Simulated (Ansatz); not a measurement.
Cartesian coordinates in Å:
```
F -1.5941 0.4983 2.4728
Ga -0.5741 -0.5817 1.5546
Cl -0.0821 -2.4985 2.3292
O -1.3072 -0.7102 -0.1970
C -0.7521 -0.1982 -1.2153
C 0.4459 0.5035 -1.2524
C 1.2268 0.7482 -0.1303
O 0.9877 0.3874 1.0613
H -1.2954 -0.3393 -2.1546
H 0.7887 0.8795 -2.2058
H 2.1559 1.3111 -0.2624
```

Total charge 0; spin multiplicity 1.

Q: List the ωB97M-V/def2-TZVPP orbital energies in eV (Ansatz 0.2.0). (Best estimate.)

A: The calculation gave: Occupied: -10154.26, -2771.53, -1257.61, -1111.77, -1111.73, -1111.70, -676.06, -527.75, -527.75, -285.20, -285.20, -282.26, -261.92, -199.39, -199.27, -199.26, -155.23, -107.65, -107.57, -107.52, -34.18, -33.69, -33.27, -27.08, -26.86, -26.72, -26.70, -26.60, -25.66, -24.80, -22.14, -20.26, -18.28, -17.64, -16.44, -15.99, -15.88, -14.74, -14.53, -13.57, -13.35, -13.27, -12.45, -11.68, -11.33, -11.30, -10.36. Lowest empty: -0.68, 1.85, 2.51, 3.18, 3.19, 3.40, 3.59, 4.09.
